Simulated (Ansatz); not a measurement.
Program: Ansatz. Geometries: PBE0-D4/def2-TZVP. ΔE: electronic, gas phase. CCSD(T)/CBS is the MP2 limit (def2-TZVPP, def2-QZVPP) plus CCSD(T) − MP2 in def2-TZVPP, frozen cores. DFT in def2-TZVPP. B3LYP here is the variant with VWN-RPA as its local correlation; programs differ in this. def2 core potentials past Kr. For Sn outer-core shells are correlated without core-valence functions, which leaves a few kJ/mol of doubt a bond. Each species was taken in one conformer, which may not be the lowest.

Consider the substitution at a C–Al bond: `C=[CH][AlH][CH3]` + `C[O][SnH2][SH]` → `C[O][SnH2][S]C` + `C=[CH][AlH2]`.

`C=[CH][AlH][CH3]`:

Z-matrix (Å, degrees):
```
C
Al 1 1.954
H 1 1.092 2 112.4
H 1 1.095 2 111.3 3 -120.9
H 1 1.095 2 111.2 3 120.7
C 2 1.945 1 118.6 3 179.2
H 2 1.592 1 121.6 3 -0.8
C 6 1.336 2 120.8 1 -0.1
H 6 1.091 2 122.8 1 179.9
H 8 1.089 6 121.8 2 -0.0
H 8 1.089 6 123.1 2 180.0
```

`C[O][SnH2][SH]`:

Z-matrix (Å, degrees):
```
C
O 1 1.404
H 1 1.094 2 108.3
H 1 1.099 2 112.4 3 -118.8
H 1 1.100 2 112.9 3 118.9
Sn 2 1.966 1 119.3 3 -168.5
S 6 2.383 2 105.6 1 159.6
H 6 1.710 2 105.6 1 39.7
H 6 1.704 2 109.8 1 -84.8
H 7 1.344 6 93.2 2 -67.0
```

`C[O][SnH2][S]C`:

Cartesian coordinates in Å:
```
C -1.174 1.706 0.992
O -0.845 0.345 0.904
Sn -0.972 -0.585 -0.828
S 0.627 -2.330 -0.645
C 2.077 -1.326 -0.197
H -2.260 1.874 0.967
H -0.800 2.091 1.946
H -0.723 2.309 0.190
H -0.543 0.605 -1.984
H -2.528 -1.249 -1.036
H 1.876 -0.730 0.692
H 2.385 -0.681 -1.020
H 2.882 -2.028 0.019
```

`C=[CH][AlH2]`:

Cartesian coordinates in Å:
```
C 1.032 -0.176 -0.900
C 0.577 0.292 0.267
Al -1.283 0.028 0.744
H 0.383 -0.704 -1.596
H 2.065 -0.059 -1.224
H 1.297 0.808 0.902
H -1.884 0.556 2.115
H -2.188 -0.746 -0.307
```

| level | ΔE (kJ/mol) |
| --- | --- |
| B3LYP-D4 | 55.5 |
| B2PLYP | 58.7 |
| PBE | 58.3 |
| PBE0 | 59.1 |

(1) What does CCSD(T)/CBS give? (Best estimate.)

Largest T1 diagnostic among the species: 0.013.

Answers

(1) Ansatz gave: +57.4 kJ/mol. The listed levels differ from it by -1.9, 1.3, 0.9, 1.7 kJ/mol.

The D4 term adds −4.0 kJ/mol with B3LYP and −2.0 kJ/mol with PBE0; it sums over pairs of atoms, weighted by their polarisabilities, and B3LYP, whose exchange is more repulsive, gets the larger term. In def2-TZVPP, CCSD(T) changes the Hartree–Fock value by +3.5 kJ/mol (the triples alone add −0.9 kJ/mol) and MP2 by +3.2 kJ/mol.
